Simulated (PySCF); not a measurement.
Correlation energy of Tc (technetium, neutral)

[Kr] 4d5 5s1 5p1, high-spin 8P determinant (an excited configuration). Computed with PySCF 2.14 in x2c-QZVPPall (13s8p7d4f2g, 118 functions), with the spin-free X2C one-electron Hamiltonian (Gaussian nucleus). Frozen: [Kr]; 7 electrons correlated.

MP2 pair energies summed by pair of shells (mhartree):

```
 pair  energy  share (%)
4d-4d  -61.51       68.5
4d-5s  -16.69       18.6
4d-5p   -9.68       10.8
5s-5p   -1.85        2.1
```

Total MP2 correlation energy: -89.73 mhartree.

Same-spin part -89.73 and opposite-spin part 0.00 mhartree; SCS-MP2 scales them by 1/3 and 6/5 to -29.91 mhartree.

The basis was made for the ground configuration and has no added diffuse functions, which can raise the energy of the promoted electron.
